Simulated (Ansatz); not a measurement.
`B[O][AlH][CH3]` + `C[SiH](O)Br` → `BO[SiH](C)Br` + `[CH3][AlH][OH]`  (ligand exchange at a B–O bond)

Gas-phase electronic energies from Ansatz, PBE0-D4/def2-TZVP geometries. CCSD(T)/CBS adds triple-zeta CCSD(T) − MP2 to the extrapolated MP2 energy (def2 sets, frozen cores). DFT in def2-TZVPP. B3LYP here is the variant with VWN-RPA as its local correlation; programs differ in this. For Br outer-core shells are correlated without core-valence functions, which leaves a few kJ/mol of doubt a bond. Scalar relativity is left out up to krypton. Each species was taken in one conformer, which may not be the lowest.

```tsv
level	ΔE (kJ/mol)
B3LYP-D4	7.0
ωB97M-V	6.8
PBE0	9.4
SCS-MP2/def2-TZVPP	5.4
CCSD/def2-TZVPP	5.9
CCSD(T)/def2-TZVPP	5.1
HF/def2-QZVPP	11.4
MP2/CBS(def2)	4.3
```

What does CCSD(T)/CBS give? (Estimate.)

Ansatz gave: +4.9 kJ/mol. The listed levels differ from it by 2.1, 1.9, 4.5, 0.5, 1.0, 0.2, 6.5, -0.6 kJ/mol.

Largest T1 diagnostic among the species: 0.013.

In def2-TZVPP, CCSD(T) changes the Hartree–Fock value by −6.5 kJ/mol (the triples alone add −0.9 kJ/mol) and MP2 by −7.1 kJ/mol. The D4 term adds −3.3 kJ/mol with B3LYP and −1.8 kJ/mol with PBE0; it sums over pairs of atoms, weighted by their polarisabilities, and B3LYP, whose exchange is more repulsive, gets the larger term.
